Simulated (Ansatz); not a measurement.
## A reaction path, image by image

BNH₄F₂, closed shell, from a complex of BNH₂F₂ ([NH2][B]([F])[F]) + H₂ to BNH₄F₂ ([NH3][BH]([F])[F]); PBE0-D4/def2-SVP (Ansatz 0.2.0). Settings:

```yaml
hamiltonian: {xc: pbe0, dispersion: d4}
neb:
  images: 5
  climbing: true
  max_iterations: 40
  initial_path: idpp
```

First end:

B1  (-0.258, -0.791, -0.186)
N2  (1.113, -0.549, -0.191)
F3  (-0.990, -0.635, -1.285)
F4  (-0.882, -1.192, 0.918)
H5  (-0.770, 2.127, 0.577)
H6  (-1.497, 1.956, 0.556)
H7  (1.683, -0.666, 0.626)
H8  (1.602, -0.250, -1.015)
(Å)

Second end:

B1  (-0.817, -0.230, 0.016)
N2  (0.779, 0.273, 0.020)
F3  (-1.133, -0.242, -1.327)
F4  (-0.744, -1.491, 0.568)
H5  (0.868, 1.193, -0.398)
H6  (-1.427, 0.584, 0.678)
H7  (1.145, 0.302, 0.966)
H8  (1.329, -0.388, -0.523)
(Å)

The ends were relaxed with PBE0-D4 in triple zeta, so they are not quite minima here (largest force components 0.51 and 0.29 eV/Å).

Energies along the converged band: It took 16 iterations. Path lengths are measured after rigid turns and shifts between images are taken out.
```csv
image,path length (Å),energy (kJ/mol)
0,0.00,0.0
1,0.74,0.8
2,1.48,30.9
3 (climbing),2.22,157.7
4,2.98,24.7
5,3.74,3.3
6,4.50,1.8
```
The barrier is narrow on this path: one image carries it, so the band shows its height but not its shape.
Energies count from the first end.

The images between the ends:
Image 1:
```xyz
8
angstrom
B -0.3559 -0.7304 -0.1806
N 1.0060 -0.4275 -0.1345
F -1.0504 -0.6100 -1.3073
F -1.0019 -1.1615 0.8980
H -0.4551 1.6935 0.4417
H -1.2003 1.8301 0.5090
H 1.5468 -0.5042 0.7146
H 1.5109 -0.0899 -0.9410
```

Image 2:
```xyz
8
angstrom
B -0.4297 -0.5448 -0.1369
N 0.9523 -0.3010 -0.0732
F -1.0862 -0.4430 -1.2889
F -1.0925 -0.9974 0.9232
H -0.2681 1.3330 0.3327
H -1.0317 1.4099 0.3523
H 1.4770 -0.4347 0.7774
H 1.4790 -0.0221 -0.8866
```

Image 3:
```xyz
8
angstrom
B -0.6125 -0.2519 -0.0738
N 0.9086 0.0261 0.0242
F -1.0546 -0.4618 -1.3297
F -1.1007 -1.0239 0.9164
H 0.0260 1.0232 0.2543
H -1.0013 1.0964 0.2544
H 1.4025 -0.4053 0.8004
H 1.4321 -0.0028 -0.8463
```

Image 4:
```xyz
8
angstrom
B -0.8102 -0.2028 -0.0504
N 0.8299 0.1522 0.0396
F -1.0322 -0.5865 -1.3453
F -1.0321 -1.1664 0.8952
H 0.6205 1.1207 0.2849
H -1.2584 0.9158 0.2386
H 1.3448 -0.3239 0.7817
H 1.3377 0.0909 -0.8442
```

Image 5:
```xyz
8
angstrom
B -0.8323 -0.2065 -0.0000
N 0.7894 0.2502 0.0254
F -1.0634 -0.4347 -1.3377
F -0.8399 -1.3557 0.7576
H 0.8955 1.2625 -0.0281
H -1.4417 0.7425 0.4802
H 1.2327 -0.0866 0.8807
H 1.2598 -0.1716 -0.7780
```

The band counts as converged below 0.05 eV/Å. The run took about 110 s on 2 CPU threads of an Intel Xeon Platinum 8488C (shared host).
